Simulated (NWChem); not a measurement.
Everything below was run with NWChem. System: hydronium (H3O (+1)), charge 1, spin multiplicity 1, at a geometry optimised with B3LYP/def2-SVP. Level: RHF/def2-SVP.

Output (cleaned and shortened):

```
             Northwest Computational Chemistry Package (NWChem) 7.3.0
             --------------------------------------------------------

                                NWChem Input Module
                                -------------------

 Scaling coordinates for geometry "geometry" by  1.889725989
 (inverse scale =  0.529177249)

 Turning off AUTOSYM since
 SYMMETRY directive was detected!

                             Geometry "geometry" -> ""
                             -------------------------

 Output coordinates in angstroms (scale by  1.889725989 to convert to a.u.)

  No.       Tag          Charge          X              Y              Z
 ---- ---------------- ---------- -------------- -------------- --------------
    1 O                    8.0000    -0.00002500     0.07744200     0.00000000
    2 H                    1.0000    -0.47203300    -0.20667200     0.81769100
    3 H                    1.0000    -0.47203300    -0.20667200    -0.81769100
    4 H                    1.0000     0.94426500    -0.20619200     0.00000000

 Effective nuclear repulsion energy (a.u.)      13.8517465910

            Nuclear Dipole moment (a.u.)
            ----------------------------
        X                 Y               Z
 ---------------- ---------------- ----------------
    -0.0000018897     0.0000000000     0.0000000000

      Symmetry information
      --------------------

 Group name             Cs
 Group number              2
 Group order               2
 No. of unique centers     3

      Symmetry unique atoms

     1    2    4


 Summary of "ao basis" -> "" (spherical)
 ------------------------------------------------------------------------------
       Tag                 Description            Shells   Functions and Types
 ---------------- ------------------------------  ------  ---------------------
 *                          def2-svp                  on all atoms

 Summary of "ao basis" -> "ao basis" (spherical)
 ------------------------------------------------------------------------------
       Tag                 Description            Shells   Functions and Types
 ---------------- ------------------------------  ------  ---------------------
 O                          def2-svp                 6       14   3s2p1d
 H                          def2-svp                 3        5   2s1p

                                 NWChem SCF Module
                                 -----------------
[...]
    8   -0.0314
    9    0.4209
   10    0.4209
   11    0.4878
   12    0.7928
   13    0.8592
   14    0.8592
   15    1.0397

                       ROHF Final Molecular Orbital Analysis
                       -------------------------------------

 Vector    3  Occ=2.000000D+00  E=-1.130263D+00  Symmetry=a'
              MO Center=  1.4D-01, -1.8D-02,  2.4D-12, r^2= 7.0D-01
   Bfn.  Coefficient  Atom+Function         Bfn.  Coefficient  Atom+Function
  ----- ------------  ---------------      ----- ------------  ---------------
     4      0.532758  1 O  px                25      0.345122  4 H  s
     7      0.241812  1 O  px                15     -0.172563  2 H  s
    20     -0.172563  3 H  s

 Vector    4  Occ=2.000000D+00  E=-1.130259D+00  Symmetry=a"
              MO Center= -1.4D-01, -1.8D-02, -1.2D-12, r^2= 7.0D-01
   Bfn.  Coefficient  Atom+Function         Bfn.  Coefficient  Atom+Function
  ----- ------------  ---------------      ----- ------------  ---------------
     6      0.532759  1 O  pz                15      0.298884  2 H  s
    20     -0.298884  3 H  s                  9      0.241815  1 O  pz

 Vector    5  Occ=2.000000D+00  E=-9.526377D-01  Symmetry=a'
              MO Center= -5.1D-05,  1.5D-01,  2.4D-18, r^2= 5.7D-01
   Bfn.  Coefficient  Atom+Function         Bfn.  Coefficient  Atom+Function
  ----- ------------  ---------------      ----- ------------  ---------------
     5      0.639881  1 O  py                 8      0.428331  1 O  py

 Vector    6  Occ=0.000000D+00  E=-1.299448D-01  Symmetry=a'
              MO Center=  1.0D-04, -3.1D-01,  1.9D-17, r^2= 3.3D+00
   Bfn.  Coefficient  Atom+Function         Bfn.  Coefficient  Atom+Function
  ----- ------------  ---------------      ----- ------------  ---------------
     3      1.072619  1 O  s                 16     -0.593737  2 H  s
    21     -0.593737  3 H  s                 26     -0.593739  4 H  s
     2      0.203566  1 O  s                  8     -0.172787  1 O  py

 Vector    7  Occ=0.000000D+00  E=-3.135645D-02  Symmetry=a'
              MO Center=  5.8D-01, -2.7D-01,  7.6D-13, r^2= 3.4D+00
   Bfn.  Coefficient  Atom+Function         Bfn.  Coefficient  Atom+Function
  ----- ------------  ---------------      ----- ------------  ---------------
    26      1.429662  4 H  s                 16     -0.714832  2 H  s
    21     -0.714832  3 H  s                  7     -0.607766  1 O  px
     4     -0.315911  1 O  px                25      0.156955  4 H  s

 Vector    8  Occ=0.000000D+00  E=-3.135641D-02  Symmetry=a"
              MO Center= -5.8D-01, -2.7D-01,  3.8D-13, r^2= 3.4D+00
   Bfn.  Coefficient  Atom+Function         Bfn.  Coefficient  Atom+Function
  ----- ------------  ---------------      ----- ------------  ---------------
    16      1.238129  2 H  s                 21     -1.238129  3 H  s
     9     -0.607765  1 O  pz                 6     -0.315911  1 O  pz

 center of mass
 --------------
 x =  -0.00001980 y =   0.06103816 z =   0.00000000

 moments of inertia (a.u.)
 ------------------
           5.544891294822          -0.001395626412           0.000000000000
          -0.001395626412           9.625560448365           0.000000000000
           0.000000000000           0.000000000000           5.544997686129

  Mulliken analysis of the total density
  --------------------------------------

    Atom       Charge   Shell Charges
 -----------   ------   -------------------------------------------------------
    1 O    8     7.99   1.99  1.06  0.50  2.91  1.53  0.01
    2 H    1     0.67   0.58  0.01  0.07
    3 H    1     0.67   0.58  0.01  0.07
    4 H    1     0.67   0.58  0.01  0.07

       Multipole analysis of the density wrt the origin
       ------------------------------------------------

     L   x y z        total         open         nuclear
     -   - - -        -----         ----         -------
     0   0 0 0      1.000000      0.000000     11.000000

     1   1 0 0      0.000213      0.000000     -0.000002
     1   0 1 0     -0.651638      0.000000      0.000000
     1   0 0 1     -0.000000      0.000000      0.000000

     2   2 0 0     -1.775012      0.000000      4.775465
     2   1 1 0      0.000940      0.000000      0.001416
     2   1 0 1      0.000000      0.000000      0.000000
     2   0 2 0     -4.534880      0.000000      0.628221
     2   0 1 1     -0.000000      0.000000      0.000000
     2   0 0 2     -1.775082      0.000000      4.775360

 Task  times  cpu:        0.1s     wall:        0.1s

 Total times  cpu:        0.1s     wall:        0.1s
```

**Question.** Write an NWChem input that would produce this output.

**Answer.** This is not unique; one that fits is 
```
start mol
memory heap 200 mb stack 800 mb global 1000 mb
charge 1
geometry units angstroms nocenter noautoz
  O     -0.000025     0.077442     0.000000
  H     -0.472033    -0.206672     0.817691
  H     -0.472033    -0.206672    -0.817691
  H      0.944265    -0.206192     0.000000
  symmetry group Cs
end
basis spherical
  * library def2-svp
end
scf
  rhf
  nopen 0
  maxiter 100
  thresh 1e-7
  semidirect memsize 60000000 filesize 0
end
task scf energy
```
